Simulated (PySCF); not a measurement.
Basis-set dependence of population analyses: `CC(C)(C)C(N)=O`

Species: C5H11NO.
Z-matrix (Å and degrees, PBE0-D3(BJ)/def2-SVP geometry), rows numbered from 1:
```
C 
C   1  1.5338
C   2  1.5256  1  109.75
C   2  1.5335  1  110.12  3   120.89
C   2  1.5397  1  109.35  3  -118.47
N   5  1.3602  2  115.58  1   -61.69
O   5  1.2138  2  122.74  1   118.11
H   1  1.1011  2  112.44  3  -177.60
H   1  1.1012  2  110.04  3   -57.96
H   1  1.1006  2  111.05  3    61.46
H   3  1.1007  2  110.11  1    60.49
H   3  1.0986  2  110.93  1   -60.07
H   3  1.0988  2  110.95  1  -179.02
H   4  1.1012  2  112.51  1    56.75
H   4  1.1006  2  111.13  1   177.76
H   4  1.1012  2  110.00  1   -62.81
H   6  1.0110  5  117.99  2   179.58
H   6  1.0081  5  122.85  2     0.06
```

PBE0 throughout (PySCF), one geometry, spherical d and f functions. Isolated species at its PBE0-D3(BJ)/def2-SVP geometry (one conformer only). Atoms taken as equivalent share a column and are averaged. The first 7 of 8 kinds of atom are listed.

Mulliken charges (e):

| basis | functions | C1/C3/C4 | C2 | C5 | N6 | O7 | H8 (×9) | H17 |
| --- | --- | --- | --- | --- | --- | --- | --- | --- |
| STO-3G | 46 | -0.229 | +0.009 | +0.226 | -0.413 | -0.254 | +0.077 | +0.217 |
| pcSseg-0 | 85 | -0.480 | -0.777 | +0.767 | -0.759 | -0.521 | +0.229 | +0.334 |
| 6-31G | 85 | -0.456 | -0.149 | +0.576 | -0.795 | -0.462 | +0.167 | +0.354 |
| 6-31G* | 120 | -0.510 | -0.094 | +0.616 | -0.814 | -0.484 | +0.175 | +0.367 |
| cc-pVDZ | 153 | +0.019 | -0.451 | +0.220 | -0.112 | -0.274 | +0.038 | +0.111 |
| def2-SVP | 153 | +0.030 | -0.487 | +0.181 | -0.140 | -0.259 | +0.038 | +0.142 |
| pcSseg-1 | 174 | -0.148 | -0.686 | +0.530 | -0.400 | -0.423 | +0.114 | +0.198 |
| 6-311+G(2d,p) | 255 | -0.534 | +0.362 | +0.366 | -0.464 | -0.549 | +0.154 | +0.278 |
| aug-cc-pVDZ | 260 | +1.228 | -2.828 | +0.872 | -0.008 | -0.608 | -0.110 | -0.079 |
| def2-TZVP | 283 | -0.361 | +0.021 | +0.245 | -0.432 | -0.343 | +0.123 | +0.246 |

IAO charges (e):

```tsv
basis	functions	C1/C3/C4	C2	C5	N6	O7	H8 (×9)	H17
STO-3G	46	-0.384	-0.033	+0.223	-0.404	-0.262	+0.131	+0.232
pcSseg-0	85	-0.407	-0.027	+0.390	-0.480	-0.464	+0.140	+0.277
6-31G	85	-0.425	+0.010	+0.393	-0.508	-0.474	+0.143	+0.288
6-31G*	120	-0.405	+0.004	+0.436	-0.509	-0.494	+0.136	+0.283
cc-pVDZ	153	-0.405	+0.007	+0.432	-0.507	-0.489	+0.136	+0.282
def2-SVP	153	-0.394	+0.001	+0.429	-0.496	-0.490	+0.133	+0.279
pcSseg-1	174	-0.403	-0.001	+0.436	-0.509	-0.500	+0.137	+0.284
6-311+G(2d,p)	255	-0.417	+0.005	+0.444	-0.527	-0.510	+0.141	+0.293
aug-cc-pVDZ	260	-0.416	+0.007	+0.443	-0.526	-0.509	+0.140	+0.292
def2-TZVP	283	-0.417	+0.004	+0.447	-0.525	-0.510	+0.141	+0.291
```

Some averages cover members that differ in this geometry, most widely: H8 (×9), Mulliken in aug-cc-pVDZ -0.190 to -0.068; H8 (×9), Mulliken in 6-311+G(2d,p) +0.131 to +0.173; C1/C3/C4, Mulliken in aug-cc-pVDZ +1.213 to +1.254; H8 (×9), Mulliken in def2-TZVP +0.100 to +0.139 e.

**Question.** Which scheme is steadiest as the basis changes?

**Answer.** Largest range over the bases for any column: IAO 0.25 e, Mulliken 3.19 e. IAO charges move least and Mulliken charges most, counted in e. Without the minimal STO-3G basis the ranges are IAO 0.06, Mulliken 3.19 e.

**Question.** How much do the charges still move between the two largest bases, aug-cc-pVDZ and def2-TZVP?

**Answer.** At most, over all atoms: Mulliken 2.849 e, IAO 0.005 e.

**Question.** What do the same runs give for the total energy, the frontier levels and the dipole moment?

**Answer.** 
| basis | energy (Eh) | HOMO (eV) | LUMO (eV) | μ (D) |
| --- | --- | --- | --- | --- |
| STO-3G | -322.6618 | -3.48 | 4.52 | 2.62 |
| pcSseg-0 | -326.0245 | -7.09 | 1.03 | 3.70 |
| 6-31G | -326.6784 | -6.87 | 1.12 | 3.73 |
| 6-31G* | -326.7648 | -6.80 | 1.29 | 3.50 |
| cc-pVDZ | -326.7930 | -6.85 | 1.23 | 3.44 |
| def2-SVP | -326.5401 | -6.96 | 1.14 | 3.54 |
| pcSseg-1 | -326.7395 | -7.14 | 0.89 | 3.63 |
| 6-311+G(2d,p) | -326.8726 | -7.21 | -0.03 | 3.65 |
| aug-cc-pVDZ | -326.8181 | -7.18 | -0.35 | 3.61 |
| def2-TZVP | -326.8978 | -7.15 | 0.62 | 3.60 |

The dipole is fixed by the density alone, so its range of 1.11 D shows that the density itself changes with the basis, not only its division among atoms.
